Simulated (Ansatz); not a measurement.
`O[Si]1([SnH3])CO1` + `O[Si](F)(F)F` → `F[Si](F)(F)[SnH3]` + `O[Si]1(O)CO1`  (redistribution)

Computed with Ansatz on PBE0-D4/def2-TZVP structures; ΔE is electronic, products minus reactants. CCSD(T)/CBS is the MP2 limit (def2-TZVPP, def2-QZVPP) plus CCSD(T) − MP2 in def2-TZVPP, frozen cores. def2 core potentials past Kr. For Sn outer-core shells are correlated without core-valence functions, which leaves a few kJ/mol of doubt a bond. One conformer a species, not always the lowest.

`O[Si]1([SnH3])CO1`:

```xyz
11

O    -0.423   -1.334    1.623
Si    0.236   -0.343    0.500
Sn   -1.463    0.900   -0.946
C     1.959   -0.601    0.048
O     1.572    0.540    0.921
H    -1.274   -1.103    1.997
H    -0.637    1.873   -2.072
H    -2.466   -0.199   -1.781
H    -2.461    1.887    0.027
H     2.395   -0.282   -0.896
H     2.562   -1.337    0.578
```

`O[Si](F)(F)F`:

Cartesian coordinates in Å:
```
O -0.031 -1.270 -0.096
Si 0.148 0.324 -0.059
F 0.246 0.882 1.407
F -1.045 1.077 -0.752
F 1.471 0.669 -0.820
H -0.789 -1.683 0.319
```

`F[Si](F)(F)[SnH3]`:

Z-matrix (Å, degrees):
```
Si
F 1 1.583
F 1 1.583 2 106.8
F 1 1.583 2 106.8 3 -113.9
Sn 1 2.553 2 112.0 3 123.1
H 5 1.701 1 109.0 2 59.8
H 5 1.701 1 109.0 2 179.8
H 5 1.701 1 109.0 2 -60.2
```

`O[Si]1(O)CO1`:

Z-matrix (Å, degrees):
```
Si
O 1 1.619
C 1 1.792 2 125.8
O 1 1.619 2 103.9 3 -157.5
O 1 1.634 2 120.6 3 63.6
H 2 0.958 1 116.8 3 -28.9
H 3 1.089 1 123.5 2 7.4
H 3 1.089 1 123.5 2 -159.9
H 4 0.958 1 116.7 2 -172.8
```

| level | ΔE (kJ/mol) |
| --- | --- |
| MP2/def2-QZVPP | 14.1 |
| SCS-MP2/def2-QZVPP | 11.7 |

(1) What does CCSD(T)/CBS give? (Best estimate.)

Largest T1 diagnostic among the species: 0.014.

Answers

(1) Ansatz gave: +12.3 kJ/mol. The listed levels differ from it by 1.8, -0.6 kJ/mol.

Leaving LDA and LC-ωPBE aside and taking each functional with its dispersion term where it has one, the values, not all of them listed here, spread over 7.1 kJ/mol, from CAM-B3LYP-D4 to r2SCAN0-D4. In def2-TZVPP, CCSD(T) changes the Hartree–Fock value by +4.0 kJ/mol (the triples alone add +1.0 kJ/mol) and MP2 by +5.5 kJ/mol.
